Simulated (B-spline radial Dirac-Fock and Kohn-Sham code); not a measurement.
# What relativity does to the binding energies of Sm⁷⁺

System: samarium as Sm⁷⁺, [Kr] 4d10 4f4 5s2 5p3.

Both columns are ΔSCF binding energies of the configuration average from a radial finite-basis atomic code: non-relativistic Hartree-Fock with a point nucleus, and Dirac-Fock with a finite nucleus and the Coulomb interaction alone, averaged over the two j levels with weights 2j+1.

```tsv
shell	Hartree-Fock (eV)	Dirac-Fock (eV)	shift (eV)	shift (%)
1s	44540.9	47143.5	+2602.59	+5.84
2s	7216.2	7881.0	+664.84	+9.21
2p	6840.1	7048.8	+208.71	+3.05
3s	1697.3	1851.1	+153.75	+9.06
3p	1530.7	1583.5	+52.84	+3.45
3d	1223.6	1209.7	-13.93	-1.14
4s	436.2	472.1	+35.87	+8.22
4d	250.9	247.3	-3.60	-1.43
4f	115.6	110.8	-4.76	-4.11
5s	133.0	140.2	+7.15	+5.37
5p	113.3	115.2	+1.88	+1.66
```

Relativity binds 1s, 2s, 2p, 3s, 3p, 4s, 5s, 5p more strongly, among those listed most of all 2s in relative terms, and 3d, 4d, 4f more weakly, because the contracted s and p shells screen the nucleus better.

Values without a named source are computed, but for edge energies of neutral atoms, which are taken from tables.
